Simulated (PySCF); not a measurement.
Species: C7H9OP.
Geometry (GFN2-xTB, Å), atoms numbered from 1 in this order:
```xyz
18
C7H9OP angstrom
C      2.6601   -0.0604    1.3915
C      1.8383   -0.4492    0.2107
O      0.5637   -0.0188    0.2050
C     -0.0963   -0.4194   -0.8940
C     -1.5018   -0.0140   -1.0340
C     -2.3435    0.1943    0.1979
C     -1.9196    1.3728   -0.6127
C      0.6494   -1.1625   -1.7561
P      2.2956   -1.3796   -1.1564
H      3.6775   -0.4185    1.2619
H      2.2455   -0.4870    2.3058
H      2.6739    1.0238    1.5059
H     -1.9773   -0.4385   -1.9083
H     -1.8670    0.0393    1.1537
H     -3.3765   -0.1157    0.1642
H     -2.6552    1.8827   -1.2156
H     -1.1555    2.0188   -0.2084
H      0.2799   -1.5618   -2.6818
```

Probes without a nucleus sit at each ring's centroid and 1 Å off its mean plane on both sides; NICS is minus the shielding there, NICSzz its component along the normal. Level: GIAO PBE0/pcSseg-1 (PySCF, non-relativistic, gas phase) on the GFN2-xTB geometry, one conformer.

Ring bond lengths (Å), with Mayer bond orders in brackets: C2–O3 1.345 (1.05), O3–C4 1.343 (1.05), C4–C8 1.361 (1.54), C8–P9 1.765 (1.13), P9–C2 1.716 (1.53); C5–C6 1.507 (0.94), C6–C7 1.492 (0.97), C7–C5 1.508 (0.93).

What do the NICS probes read (ppm)?

```json
{"ring": "C2–O3–C4–C8–P9", "type": "5-membered ring with O and P; formal bonds all aromatic", "NICS(0)": "-10.1", "NICS(1), two faces": "-9.9 / -9.9", "NICS(1)zz, two faces": "-21.9 / -22.0", "rms pucker (Å)": "0.00", "centre to ring atoms, mean (Å)": "1.27"}
{"ring": "C5–C6–C7", "type": "3-membered carbocycle; formal bonds all single", "NICS(0)": "-42.2", "NICS(1), two faces": "-8.1 / -6.9", "NICS(1)zz, two faces": "-23.7 / -23.8", "rms pucker (Å)": "0.00", "centre to ring atoms, mean (Å)": "0.87"}
```

What do they say, and how far can they be read as aromaticity?

- C2–O3–C4–C8–P9: mean NICS(1)zz -21.9 ppm, shielded.
- C5–C6–C7: mean NICS(1)zz -23.7 ppm, shielded. C5, C6, C7 have four or more neighbours; no verdict on aromaticity is drawn. NICS(0) lies 35 ppm below the mean NICS(1).

How equal are the bonds by HOMA? HOMA = 1 − mean of α(R − Ropt)² over the ring bonds, with Krygowski's 1993 parameters (CC: Ropt 1.388 Å, α 257.7 Å⁻²; CO: Ropt 1.265 Å, α 157.38 Å⁻²; CP: Ropt 1.698 Å, α 118.91 Å⁻²).

- C2–O3–C4–C8–P9: HOMA 0.45; the largest term is that of C2–O3, α(R − Ropt)² = 1.01.

What is the mean of the two in-plane components of NICS at the second NICS(1) probe listed for ring C5–C6–C7, 1 Å off the ring?

The isotropic value is a third of the trace: (3 × -6.9 − (-23.8))/2 = 1.5 ppm.

Give the inner angles of the rings and the Hirshfeld charges of the ring atoms.

- C2–O3–C4–C8–P9: C2 115.0° (+0.014 e), O3 111.9° (-0.038 e), C4 114.3° (+0.067 e), C8 111.3° (-0.158 e), P9 87.4° (+0.014 e); sum 540.0° against 540° for a flat convex ring.
- C5–C6–C7: C5 59.3° (-0.044 e), C6 60.4° (-0.088 e), C7 60.3° (-0.087 e); sum 180.0° against 180° for a flat convex ring.

How shielded are the nuclei of the rings and their hydrogens (means over atoms taken as equivalent)?

```csv
atoms,environment,σ isotropic (ppm),"principal values of the symmetric part, first atom (ppm)"
C2,substituted aromatic carbon,-15.0,"-167.3, 33.8, 88.4"
O3,furan-type oxygen,-9.7,"-194.4, -58.2, 223.7"
C4,substituted aromatic carbon,18.0,"-73.2, 38.2, 89.1"
C5,benzylic-type carbon,171.3,"137.5, 154.5, 221.8"
C6 (×2),three-membered-ring carbon,176.2,"147.0, 174.8, 208.0"
C8,aromatic CH carbon,61.6,"-37.9, 73.2, 149.5"
P9,phosphorus bonded to 2 C,195.8,"-1.3, 151.4, 437.5"
H13,methine hydrogen,29.72,"21.7, 28.8, 38.6"
H14 (×2),methylene hydrogen,30.76,"24.0, 29.3, 38.7"
H15 (×2),methylene hydrogen,30.80,"24.8, 26.5, 41.0"
H18,aromatic hydrogen,24.90,"22.7, 24.4, 27.6"
```

Hardware: one thread of an Intel Xeon 6975P-C, no GPU (shared host). Cost: 29 s wall, 0.93 GiB resident at most. This is the whole shielding run at PBE0/pcSseg-1, SCF included.
